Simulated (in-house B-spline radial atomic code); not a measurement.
## Binding energies in the dysprosium ion Dy⁵⁺

NIST's tabulated ground configuration is [Kr] 4d10 4f8 5s2 5p5; each binding energy is the energy of the ion with one electron taken from that subshell, relaxed, less that of the parent. Computed with a radial B-spline atomic code at the basis-set limit: Dirac-Hartree-Fock, average of configuration, Fermi nucleus of rms radius 5.2218 fm. Energies include first-order Breit, QED and recoil terms.

| subshell | X-ray name | binding energy (eV) | -ε (eV) | relaxation (eV) |
| --- | --- | --- | --- | --- |
| 2s | L1 | 9133.4 | 9205.1 | 43.7 |
| 3d3/2 | M4 | 1413.5 | 1439.5 | 24.2 |
| 3d5/2 | M5 | 1378 | 1402.9 | 23.8 |
| 4s | N1 | 501.8 | 510.9 | 7.9 |
| 4d3/2 | N4 | 245.9 | 252.6 | 6.6 |
| 4d5/2 | N5 | 239.1 | 245.5 | 6.3 |
| 5s | O1 | 120.6 | 121.6 | 0.9 |
| 5p | O2,3 | 90.77 | 91.54 | 0.67 |
| 4f | N6,7 | 80.01 | 84.64 | 4.78 |

Relaxation = -ε minus the binding energy without Breit, QED and recoil terms.

Question: What does it cost to remove both a 3d5/2 and a 4s electron?

Answer: 1913.9 eV, which is 34.12 eV more than the two single binding energies together.

Question: What does it cost to remove both a 4f and a 5p electron?

Answer: 188.85 eV, which is 18.06 eV more than the two single binding energies together.
